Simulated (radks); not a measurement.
Values are calculated unless marked as measured or tabulated.
Q: The table gives one normalised radial function P(r) = r R(r) of Hf4+ in [Xe] 4f14 (r in bohr). Level of theory: scalar-relativistic Kohn-Sham, r2SCAN, spin-polarised, spherical densities, finite nucleus; meta-GGA in the generalised Kohn-Sham scheme; Fermi nuclear charge, rms radius 5.347 fm (a radial shooting solver on a logarithmic mesh with Libxc functionals).

r	P
0.003179	0.0105
0.004819	0.0207
0.007247	0.0396
0.01099	0.0738
0.01665	0.1282
0.02525	0.1975
0.03796	0.2446
0.05755	0.1883
0.08724	-0.0468
0.1322	-0.3222
0.1989	-0.2184
0.3015	0.3350
0.457	0.4480
0.6927	-0.3426
1.042	-0.9947
1.579	-0.7897
2.394	-0.2577
3.629	-0.0282

Which n and l does it have? It may be an empty orbital.

A: n = 5, l = 1: the number of nodes gives n - l - 1 = 3, the rise at small r (about r^(l+1), flatter next to the nucleus through relativity) gives l, and the extent must fit the shell. The curve is that of 5p. 5p: eigenvalue -76.764 eV, 3 radial nodes at r = 0.0818, 0.238, 0.596 bohr, <r> = 1.30 bohr, 90 % of the charge inside 1.89 bohr.
